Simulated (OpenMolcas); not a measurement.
# Co2+: input and output

Input:

```
&GATEWAY
Coord
1

Co 0.0 0.0 0.0
Basis=ANO-L-VTZP
Group=XYZ
NoMove
AngMom=0.0 0.0 0.0
AMFI
&SEWARD
&RASSCF
FileOrb=start.orb
Symmetry=1
Spin=4
nActEl=7 0 0
Inactive=3 6
Ras2=6 0
CIRoot=50 50 1
SDav=84
CIMx=300
Iter=120 100
PrWF=0.3
OrbListing=Nothing
MaxOrb=0
Atom
>>> COPY $Project.JobIph JOB001
&RASSCF
FileOrb=start.orb
Symmetry=1
Spin=6
nActEl=7 0 0
Inactive=3 6
Ras2=6 0
CIRoot=6 6 1
SDav=6
CIMx=300
Iter=120 100
PrWF=0.3
OrbListing=Nothing
MaxOrb=0
Atom
CIOnly
>>> COPY $Project.JobIph JOB002
&RASSCF
FileOrb=start.orb
Symmetry=1
Spin=2
nActEl=7 0 0
Inactive=3 6
Ras2=6 0
CIRoot=210 210 1
SDav=210
CIMx=300
Iter=120 100
PrWF=0.3
OrbListing=Nothing
MaxOrb=0
Atom
CIOnly
>>> COPY $Project.JobIph JOB003
&RASSI
NrOfJobIphs=3 50 5 103
1 2 3 4 5 6 7 8 9 10 11 12 13 14 15 16 17 18 19 20 21 22 23 24 25 26 27
28 29 30 31 32 33 34 35 36 37 38 39 40 41 42 43 44 45 46 47 48 49 50
1 2 3 4 5
1 2 3 4 5 6 7 8 9 10 11 12 13 14 15 16 17 18 19 20 21 22 23 24 25 26 27
28 29 30 31 32 33 34 35 36 37 38 39 40 41 42 43 44 45 46 47 48 49 50 51
52 53 54 55 56 57 58 59 60 61 62 63 64 65 66 67 68 69 70 71 72 73 74 75
76 77 78 79 80 81 82 83 84 85 86 87 88 89 90 91 92 93 94 95 96 97 98 99
100 101 102 103
IphNames
JOB001
JOB002
JOB003
EJob
SpinOrbit
DIPRint=1.0
SOCoupling=1000.0
Subsets=2
MEES
Property=10
'ANGMOM' 1 'ANGMOM' 2 'ANGMOM' 3 'MLTPL  1' 1 'MLTPL  1' 2 'MLTPL  1' 3
'AMFI' 1 'AMFI' 2 'AMFI' 3 'MLTPL  2' 6
SOProperty=3
'ANGMOM' 1 'ANGMOM' 2 'ANGMOM' 3
```

Launched by
```bash
OMP_NUM_THREADS=1 MOLCAS_MEM=1689 MOLCAS_PROJECT=a pymolcas a.inp > a.log  # once for each step of the input, in one work folder
```

A driver script runs the steps one by one and writes start.orb anew before each from the orbitals found so far, so a CI-only block uses the converged orbitals of the first block.

Output, cut to the results:

```
--- SEWARD ---
Basis set label: CO.ANO-L...6S5P3D2F1G.

      Electronic valence basis set:
      ------------------
      Associated Effective Charge  27.000000 au
      Associated Actual Charge     27.000000 au
      Nuclear Model: Point charge

      Shell  nPrim  nBasis  Cartesian Spherical Contaminant
         s      21       6        X
         p      15       5        X
         d      10       3                 X
         f       6       2                 X
         g       4       1                 X
                  Atomic mean-field integrals
--- RASSCF ---
Wave function specifications:
      -----------------------------

      Number of closed shell electrons          18
      Number of electrons in active shells       7
      Max number of holes in RAS1 space          0
      Max nr of electrons in RAS3 space          0
      Number of inactive orbitals                9
      Number of active orbitals                  6
      Number of secondary orbitals              44
      Spin quantum number                      1.5
      State symmetry                             1
Orbital specifications:
      -----------------------

      Symmetry species                           1   2
                                                ag  au
      Frozen orbitals                            0   0
      Inactive orbitals                          3   6
      Active orbitals                            6   0
      RAS1 orbitals                              0   0
      RAS2 orbitals                              6   0
      RAS3 orbitals                              0   0
      Secondary orbitals                        21  23
      Deleted orbitals                           0   0
      Number of basis functions                 30  29
      Number of CSFs                            84
      Number of root(s) required                50
      Iter CI   SX   CI       RASSCF       Energy    max ROT     max BLB   max BLB  Level Ln srch  Step   QN
          iter iter root      energy       change     param      element    value   shift minimum  type update
 Nr of preliminary CI iterations:   1
      Total energies have been shifted. Add                -1000.00 au
        1   1    8    0  -380.32029917    0.00E+00  -1.53E-03    3  11 1  4.73E-03*  0.00   0.00    SX    NO
        2   1    7    0  -380.32031345   -1.43E-05*  1.23E-03    3  11 1 -3.70E-03*  0.00   0.00    SX    NO
        3   1    7    0  -380.32032179   -8.34E-06*  9.66E-04    3  11 1  2.91E-03*  0.00   0.00    SX    NO
        4   1    7    0  -380.32032695   -5.16E-06* -7.58E-04    3  11 1 -2.28E-03*  0.00   0.00    SX    NO
        5   1    7    0  -380.32033012   -3.16E-06* -3.33E-04    3  11 1  1.79E-03*  0.00   0.56    LS   YES
        6   1    4    0  -380.32033521   -5.09E-06*  1.62E-06    6  10 2 -3.37E-06   0.00   1.00    QN   YES
        7   1    3    0  -380.32033521   -2.73E-11   4.65E-07    9  11 1  3.43E-07   0.00   1.04    QN   YES
      Convergence after  7 iterations
        8   1    3    0  -380.32033521   -1.36E-12   4.65E-07    9  10 1 -5.27E-08   0.00   1.04    QN   YES
      Natural orbitals and occupation numbers for root  1
      sym 1:   1.903169   1.903168   1.096585   1.096586   1.000001   0.000491
      Natural orbitals and occupation numbers for root  2
      sym 1:   1.204521   1.000000   1.204521   1.795234   1.795233   0.000491
      Natural orbitals and occupation numbers for root  3
      sym 1:   1.996713   1.003042   1.003042   1.996713   1.000000   0.000492
::    RASSCF root number  1 Total energy:  -1380.54267217
::    RASSCF root number  2 Total energy:  -1380.54267217
::    RASSCF root number  3 Total energy:  -1380.54267217
::    RASSCF root number  4 Total energy:  -1380.54267217
::    RASSCF root number  5 Total energy:  -1380.54267217
::    RASSCF root number  6 Total energy:  -1380.54267217
::    RASSCF root number  7 Total energy:  -1380.54267217
::    RASSCF root number  8 Total energy:  -1380.45263955
::    RASSCF root number  9 Total energy:  -1380.45263955
::    RASSCF root number 10 Total energy:  -1380.45263955
::    RASSCF root number 11 Total energy:  -1380.35393619
::    RASSCF root number 12 Total energy:  -1380.35393619
::    RASSCF root number 13 Total energy:  -1380.35393619
::    RASSCF root number 14 Total energy:  -1380.35393619
::    RASSCF root number 15 Total energy:  -1380.35393619
::    RASSCF root number 16 Total energy:  -1380.28225130
::    RASSCF root number 17 Total energy:  -1380.28225130
...
--- RASSI ---
SPIN-FREE ENERGIES:
  (Shifted by EMIN (a.u.) =      -1380.5426721675)

 SF State       Relative EMIN(au)   Rel lowest level(eV)    D:o, cm**(-1)      L_eff

     1             0.0000000000        0.0000000000              0.0000         3.0
     2             0.0000000000        0.0000000000              0.0000         3.0
     3             0.0000000000        0.0000000000              0.0000         3.0
     4             0.0000000000        0.0000000000              0.0000         3.0
     5             0.0000000000        0.0000000000              0.0000         3.0
     6             0.0000000000        0.0000000000              0.0000         3.0
     7             0.0000000000        0.0000000000              0.0000         3.0
     8             0.0900326177        2.4499123342          19759.8756         1.0
     9             0.0900326177        2.4499123342          19759.8756         1.0
    10             0.0900326177        2.4499123342          19759.8756         1.0
    56             0.0907914305        2.4705606823          19926.4157         4.0
    57             0.0907914305        2.4705606823          19926.4157         4.0
    58             0.0907914305        2.4705606823          19926.4157         4.0
    59             0.0907914305        2.4705606823          19926.4157         4.0
    60             0.0907914305        2.4705606823          19926.4157         4.0
    61             0.0907914305        2.4705606823          19926.4157         4.0
    62             0.0907914305        2.4705606823          19926.4157         4.0
    63             0.0907914305        2.4705606823          19926.4157         4.0
    64             0.0907914305        2.4705606823          19926.4157         4.0
    65             0.1207802104        3.2865969567          26508.1922         5.0
    66             0.1207802104        3.2865969567          26508.1922         5.0
...
```

Levels above the lowest, from the spin-orbit matrix, grouped by J:

| Configuration | Term | J | E (cm⁻¹) | Measured (cm⁻¹) | g | Term weight % | Second |
| --- | --- | --- | --- | --- | --- | --- | --- |
| 3d⁷ | ⁴F | 9/2 | 0.0 | 0.0 | 1.334 | 100 |  |
| 3d⁷ | ⁴F | 7/2 | 917 | 841 | 1.238 | 100 |  |
| 3d⁷ | ⁴F | 5/2 | 1593 | 1451 | 1.029 | 100 |  |
| 3d⁷ | ⁴F | 3/2 | 2059 | 1867 | 0.399 | 100 |  |
| 3d⁷ | ⁴P | 5/2 | 20361 | 15202 | 1.600 | 100 |  |
| 3d⁷ | ²G | 9/2 | 20419 | 16978 | 1.108 | 98 |  |
| 3d⁷ | ⁴P | 3/2 | 20678 | 15428 | 1.723 | 97 | 3 ²P |
| 3d⁷ | ⁴P | 1/2 | 21102 | 15811 | 2.647 | 99 |  |
| 3d⁷ | ²G | 7/2 | 21298 | 17766 | 0.889 | 100 |  |
| 3d⁷ | ²P | 3/2 | 27004 | 20195 | 1.280 | 85 | 12 ²D(1) |
| 3d⁷ | ²H | 11/2 | 27143 | 22720 | 1.091 | 100 |  |
| 3d⁷ | ²H | 9/2 | 27918 | 23434 | 0.912 | 98 |  |
| 3d⁷ | ²P | 1/2 | 27926 |  | 0.690 | 99 |  |
| 3d⁷ | ²D(1) | 5/2 | 29407 | 23059 | 1.201 | 100 |  |
| 3d⁶ 4s | ⁶D | 9/2 | 30378 | 46438 | 1.557 | 100 |  |
| 3d⁷ | ²D(1) | 3/2 | 30772 | 24237 | 0.865 | 88 | 12 ²P |
| 3d⁶ 4s | ⁶D | 7/2 | 30923 | 47003 | 1.588 | 100 |  |
| 3d⁶ 4s | ⁶D | 5/2 | 31331 | 47415 | 1.658 | 100 |  |
| 3d⁶ 4s | ⁶D | 3/2 | 31615 | 47699 | 1.868 | 100 |  |
| 3d⁶ 4s | ⁶D | 1/2 | 31783 | 47865 | 3.337 | 100 |  |
| 3d⁶ 4s | ⁴D(1) | 7/2 | 41776 |  | 1.429 | 100 |  |
| 3d⁶ 4s | ⁴D(1) | 5/2 | 42412 | 56374 | 1.372 | 100 |  |
| 3d⁶ 4s | ⁴D(1) | 3/2 | 42840 | 56795 | 1.201 | 100 |  |
| 3d⁶ 4s | ⁴D(1) | 1/2 | 43089 | 57037 | -0.001 | 100 |  |

Against the 21 measured excited levels shown (Sugar and Corliss, J. Phys. Chem. Ref. Data 10, 1097 (1981)) the mean absolute deviation is 8300 cm-1; the largest miss in energy is 3d⁶ 4s ⁶D_5/2: computed 31331, measured 47415 cm⁻¹ (-33.9 %).

Without dynamic correlation excited terms often stand tens of per cent too high (terms of higher spin than the ground term too low), and those without a measured partner can miss by more than the paired ones. Some levels mix across a computed gap that differs much from the measured one, so their mixing is not that of the real levels. Terms from blocks run as CI alone lack orbitals of their own. A single d shell beside an s shell can misplace configurations of different d count against each other. Computed and measured levels are paired by configuration, term and J; levels that our copy of the source lacks, or whose pairing is in doubt (as where it misses far off the trend of its configuration), stay unpaired and out of the deviations. Only configurations of the active space appear. The first state left out of the spin-orbit step lies near 92000 cm-1 above the lowest spin-free state of the reference (among the parities and spins computed), and the list stops at four fifths of that energy or lower. The table shows the lowest 24 of 51 levels.

The term weight is that of the spin-free term in the level, not the purity of its configuration. A number in round brackets counts repeated terms of one configuration in the order of the reference energies.
